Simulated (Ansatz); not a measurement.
A geometry optimisation of F2GaNSe with PBE-D3(BJ)/def2-SVP

The starting geometry of this gas-phase triplet was optimised with r2SCAN-D4.

```xyz
5

F    -0.8142   -2.9105   -2.2561
F    -0.3607   -2.3873    0.6312
Ga   -0.2223   -1.8450   -1.0155
N     0.6072   -0.1925   -1.4448
Se   -0.8794    0.7349   -1.3783
```

Where would you expect an optimisation with PBE-D3(BJ)/def2-SVP to take it?

A bond breaks, giving a structure given below by its coordinates. Contacts that open: Ga3–Se5 (2.69 → 3.28 Å).

The energy falls by 0.32 eV over 21 steps:

```json
{"step": "1", "E − E(last) (eV)": "0.321"}
{"step": "3", "E − E(last) (eV)": "0.201"}
{"step": "5", "E − E(last) (eV)": "0.076"}
{"step": "8", "E − E(last) (eV)": "0.060"}
{"step": "10", "E − E(last) (eV)": "0.060"}
{"step": "12", "E − E(last) (eV)": "0.057"}
{"step": "14", "E − E(last) (eV)": "0.040"}
{"step": "17", "E − E(last) (eV)": "0.009"}
{"step": "19", "E − E(last) (eV)": "0.000"}
{"step": "21", "E − E(last) (eV)": "0.000"}
```

Final geometry (Å):

```
atom    x (Å)    y (Å)    z (Å)
   F  -0.4407  -3.3446  -2.1692
   F  -0.2772  -2.3348   0.6338
  Ga  -0.3505  -1.9700  -1.0851
   N  -0.3368  -0.2643  -1.7565
  Se  -0.2641   1.3132  -1.0866
```

The end wasn't checked by frequencies. Open shells are spin-unrestricted. The triplet needn't be the ground state. Run with Ansatz 0.2.0, 71 s on 2 threads of Arm Neoverse V2, with other jobs on the host.
